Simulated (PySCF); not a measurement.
PySCF input file for Si(H)2(Me)(NCO) (C2H5NOSi), SMILES C[SiH2]N=C=O, TDDFT-PBE0/def2-SVPD. Geometry: PBE0-D3(BJ)/def2-SVP. One conformer was computed; it need not be the lowest.

```python
import numpy as np
from pyscf import gto, scf, dft, tdscf

mol = gto.M(
    atom='''
    Si   -0.59990062   -1.09384998   -0.00000000
    C     0.95983594   -2.11857361    0.00000000
    N    -0.19131936    0.58493426    0.00000000
    C     0.06605301    1.75270756   -0.00000000
    O     0.32245826    2.89323762    0.00000000
    H    -1.42230731   -1.36535984   -1.21499466
    H    -1.42230731   -1.36535984    1.21499467
    H     0.71272338   -3.19180772   -0.00000000
    H     1.56736783   -1.90440872   -0.89224313
    H     1.56736784   -1.90440872    0.89224312
    ''',
    basis='def2-SVPD',
    charge=0,
    spin=0,
    symmetry=True,
    max_memory=1600,
    verbose=4,
)
mf = dft.RKS(mol, xc='pbe0').density_fit(auxbasis='def2-universal-jkfit')
mf.grids.level = 3
mf.conv_tol = 1e-9
mf.max_cycle = 100
mf.kernel()
mf.grids = dft.Grids(mol).set(level=1).build(with_non0tab=True)  # coarser grid for the response kernel
td = tdscf.TDDFT(mf)
td.singlet = True
td.nstates = 10
td.conv_tol = 1e-4
td.positive_eig_threshold = 1e-6
td.kernel(x0=td.get_init_guess(mf, 15))
td.analyze()
tt = tdscf.TDA(mf)
tt.singlet = False
tt.nstates = 4
tt.conv_tol = 1e-4
tt.positive_eig_threshold = 1e-6
tt.kernel(x0=tt.get_init_guess(mf, 9))
tt.analyze(verbose=3)
```

Program output:

```
PySCF version 2.14.0

[INPUT] verbose = 4
[INPUT] num. atoms = 10
[INPUT] num. electrons = 46
[INPUT] charge = 0
[INPUT] spin (= nelec alpha-beta = 2S) = 0
[INPUT] symmetry True subgroup None
[INPUT] Mole.unit = angstrom
[INPUT] Symbol           X                Y                Z      unit          X                Y                Z       unit  Magmom
[INPUT]  1 Si    -0.599900620000  -1.093849980000   0.000000000000 AA   -1.133647873757  -2.067076883561   0.000000000000 Bohr   0.0
[INPUT]  2 C      0.959835940000  -2.118573610000   0.000000000000 AA    1.813827051114  -4.003523897631   0.000000000000 Bohr   0.0
[INPUT]  3 N     -0.191319360000   0.584934260000   0.000000000000 AA   -0.361541192727   1.105365552275   0.000000000000 Bohr   0.0
[INPUT]  4 C      0.066053010000   1.752707560000   0.000000000000 AA    0.124822098603   3.312137264855   0.000000000000 Bohr   0.0
[INPUT]  5 O      0.322458260000   2.893237620000   0.000000000000 AA    0.609357798004   5.467426715088   0.000000000000 Bohr   0.0
[INPUT]  6 H     -1.422307310000  -1.365359840000  -1.214994660000 AA   -2.687771280867  -2.580156159080  -2.296007150209 Bohr   0.0
[INPUT]  7 H     -1.422307310000  -1.365359840000   1.214994670000 AA   -2.687771280867  -2.580156159080   2.296007169106 Bohr   0.0
[INPUT]  8 H      0.712723380000  -3.191807720000   0.000000000000 AA    1.346851990774  -6.031642433072   0.000000000000 Bohr   0.0
[INPUT]  9 H      1.567367830000  -1.904408720000  -0.892243130000 AA    2.961895935154  -3.598810910034  -1.686095152225 Bohr   0.0
[INPUT] 10 H      1.567367840000  -1.904408720000   0.892243120000 AA    2.961895954051  -3.598810910034   1.686095133327 Bohr   0.0

nuclear repulsion = 199.897292515063
point group symmetry = Cs
symmetry origin: [ 4.10810024e-10 -3.28648034e-09  0.00000000e+00]
symmetry axis x: [ 1.00000000e+00  8.74534284e-10 -1.26329794e-09]
symmetry axis y: [ 8.74534284e-10 -1.00000000e+00 -3.63976634e-11]
symmetry axis z: [ 1.26329794e-09 -3.63976712e-11  1.00000000e+00]
num. orbitals of irrep A' = 97
num. orbitals of irrep A" = 50
number of shells = 63
number of NR pGTOs = 215
number of NR cGTOs = 147
basis = def2-SVPD
ecp = {}


[settings echo left out]
init E= -498.617156478481
HOMO (A") = -0.335042959554893  LUMO (A') = -0.025335899845556  gap/eV = 8.42756
cycle= 1 E= -498.047117952153  delta_E= 0.57  |g|= 0.707  |ddm|= 4.69
HOMO (A') = -0.2511847110748  LUMO (A') = 0.00848054130976372  gap/eV = 7.06585
cycle= 2 E= -497.817926213834  delta_E= 0.229  |g|= 1.31  |ddm|= 1.63
HOMO (A') = -0.299391361557512  LUMO (A') = 0.0114144181459848  gap/eV = 8.45746
cycle= 3 E= -498.133232109258  delta_E= -0.315  |g|= 0.258  |ddm|=  1.1
HOMO (A") = -0.313985486227502  LUMO (A') = 0.00719196565384816  gap/eV = 8.73968
cycle= 4 E= -498.146947401382  delta_E= -0.0137  |g|= 0.0648  |ddm|= 0.249
HOMO (A") = -0.313680792893978  LUMO (A') = 0.00722694486006947  gap/eV = 8.73234
cycle= 5 E= -498.147775231783  delta_E= -0.000828  |g|= 0.0191  |ddm|= 0.0834
HOMO (A') = -0.313282165757133  LUMO (A') = 0.0075340969618285  gap/eV = 8.72986
cycle= 6 E= -498.147864409467  delta_E= -8.92e-05  |g|= 0.00313  |ddm|= 0.0256
HOMO (A') = -0.313222946610061  LUMO (A') = 0.0075344939481985  gap/eV = 8.72825
cycle= 7 E= -498.147866649237  delta_E= -2.24e-06  |g|= 0.000993  |ddm|= 0.00417
HOMO (A') = -0.313266701490235  LUMO (A') = 0.00756326076144642  gap/eV = 8.73023
cycle= 8 E= -498.147866920991  delta_E= -2.72e-07  |g|= 0.000123  |ddm|= 0.00165
HOMO (A') = -0.313252809426658  LUMO (A') = 0.00756729503362763  gap/eV = 8.72996
cycle= 9 E= -498.147866924886  delta_E= -3.9e-09  |g|= 3.5e-05  |ddm|= 0.000237
HOMO (A') = -0.313257289546419  LUMO (A') = 0.00756530076373441  gap/eV = 8.73003
cycle= 10 E= -498.147866925207  delta_E= -3.21e-10  |g|= 5.75e-06  |ddm|= 6.1e-05
HOMO (A') = -0.313256422871666  LUMO (A') = 0.00756533368517243  gap/eV = 8.73000
Extra cycle  E= -498.147866925199  delta_E= 7.73e-12  |g|= 9.79e-06  |ddm|= 1.8e-05
converged SCF energy = -498.147866925199
tot grids = 39432
Overwritten attributes  positive_eig_threshold  of <class 'pyscf.tdscf.rks.TDDFT'>


******** <class 'pyscf.tdscf.rks.TDDFT'> for <class 'pyscf.df.df_jk.DFSymAdaptedRKS'> ********
nstates = 10 singlet
deg_eia_thresh = 1.000e-03
wfnsym = None
conv_tol = 0.0001
eigh lindep = 1e-12
eigh level_shift = 0
eigh max_cycle = 100


Excitation energies (eV)
[7.21501581 7.38889839 7.43915832 7.50975569 7.53740282 8.10515053
 8.27988606 8.5818825  8.5998002  8.72476649]

** Singlet excitation energies and oscillator strengths **
Excited State   1:   A"      7.21502 eV    171.84 nm  f=0.0022
      22 -> 24        0.52905
      22 -> 25        0.18949
      22 -> 27        0.12431
      22 -> 28        0.20031
      22 -> 29       -0.17350
      23 -> 26       -0.28098
Excited State   2:   A'      7.38890 eV    167.80 nm  f=0.0277
      22 -> 26       -0.39722
      23 -> 24        0.51865
      23 -> 25        0.11479
      23 -> 28        0.14399
      23 -> 29       -0.11675
Excited State   3:   A"      7.43916 eV    166.66 nm  f=0.0049
      21 -> 26       -0.11991
      22 -> 24       -0.27678
      23 -> 26       -0.61901
Excited State   4:   A"      7.50976 eV    165.10 nm  f=0.0004
      22 -> 24        0.23420
      22 -> 25       -0.65955
Excited State   5:   A'      7.53740 eV    164.49 nm  f=0.0002
      23 -> 24       -0.23444
      23 -> 25        0.65258
Excited State   6:   A'      8.10515 eV    152.97 nm  f=0.1969
      21 -> 24        0.12863
      22 -> 26       -0.34287
      23 -> 24       -0.39009
      23 -> 25       -0.20924
      23 -> 27        0.19243
      23 -> 28        0.29037
      23 -> 29       -0.16388
Excited State   7:   A"      8.27989 eV    149.74 nm  f=0.0026
      20 -> 24       -0.15983
      20 -> 25       -0.10656
      22 -> 24        0.27252
      22 -> 25        0.12444
      22 -> 27       -0.36597
      22 -> 28       -0.40210
      22 -> 29        0.20600
      22 -> 30       -0.14398
Excited State   8:   A"      8.58188 eV    144.47 nm  f=0.0047
      22 -> 27        0.56019
      22 -> 28       -0.21976
      22 -> 29        0.31578
Excited State   9:   A'      8.59980 eV    144.17 nm  f=0.0439
      21 -> 24        0.12233
      21 -> 25       -0.15776
      22 -> 26       -0.11711
      23 -> 27       -0.52937
      23 -> 28       -0.10772
      23 -> 29       -0.37602
Excited State  10:   A"      8.72477 eV    142.11 nm  f=0.0393
      20 -> 24        0.13256
      20 -> 25       -0.14867
      22 -> 27        0.14725
      22 -> 28       -0.42394
      22 -> 29       -0.49341

** Transition electric dipole moments (AU) **
state          X           Y           Z        Dip. S.      Osc.
  1         0.0000      0.0000     -0.1108      0.0123      0.0022
  2         0.2270     -0.3184     -0.0000      0.1529      0.0277
  3        -0.0000     -0.0000      0.1635      0.0267      0.0049
  4         0.0000      0.0000     -0.0442      0.0020      0.0004
  5        -0.0191     -0.0257     -0.0000      0.0010      0.0002
  6        -0.0230      0.9956     -0.0000      0.9917      0.1969
  7        -0.0000     -0.0000     -0.1126      0.0127      0.0026
  8        -0.0000      0.0000      0.1502      0.0226      0.0047
  9        -0.2189      0.4004     -0.0000      0.2083      0.0439
 10        -0.0000     -0.0000      0.4287      0.1838      0.0393

** Transition velocity dipole moments (imaginary part, AU) **
state          X           Y           Z        Dip. S.      Osc.
  1         0.0000      0.0000     -0.0276      0.0008      0.0019
  2         0.0648     -0.0888      0.0000      0.0121      0.0297
  3        -0.0000      0.0000      0.0453      0.0021      0.0050
  4        -0.0000     -0.0000     -0.0082      0.0001      0.0002
  5        -0.0083     -0.0054      0.0000      0.0001      0.0002
  6        -0.0109      0.2969      0.0000      0.0883      0.1976
  7         0.0000      0.0000     -0.0287      0.0008      0.0018
  8        -0.0000     -0.0000      0.0447      0.0020      0.0042
  9        -0.0649      0.1282     -0.0000      0.0206      0.0435
 10         0.0000      0.0000      0.1468      0.0216      0.0448

** Transition magnetic dipole moments (imaginary part, AU) **
state          X           Y           Z
  1         0.0980      0.5330     -0.0000
  2        -0.0000     -0.0000     -0.3167
  3         0.1371     -0.0249     -0.0000
  4        -0.4943      0.2615      0.0000
  5        -0.0000     -0.0000     -0.3260
  6        -0.0000      0.0000      0.7572
  7         0.5586      0.3429     -0.0000
  8        -0.2312      0.8634      0.0000
  9         0.0000     -0.0000     -0.2065
 10         1.3600     -0.9096     -0.0000
Overwritten attributes  positive_eig_threshold  of <class 'pyscf.tdscf.rks.TDA'>


******** <class 'pyscf.tdscf.rks.TDA'> for <class 'pyscf.df.df_jk.DFSymAdaptedRKS'> ********
nstates = 4 triplet
deg_eia_thresh = 1.000e-03
wfnsym = None
conv_tol = 0.0001
eigh lindep = 1e-12
eigh level_shift = 0
eigh max_cycle = 100


Excitation energies (eV)
[6.54700579 6.8283505  6.85123757 7.22261868]

** Triplet excitation energies and oscillator strengths **
Excited State   1:   A'      6.54701 eV    189.38 nm  f=0.0000
Excited State   2:   A"      6.82835 eV    181.57 nm  f=0.0000
Excited State   3:   A'      6.85124 eV    180.97 nm  f=0.0000
Excited State   4:   A"      7.22262 eV    171.66 nm  f=0.0000
```

Self-consistency was reached.

Cost: roughly 2.7 core-minutes.
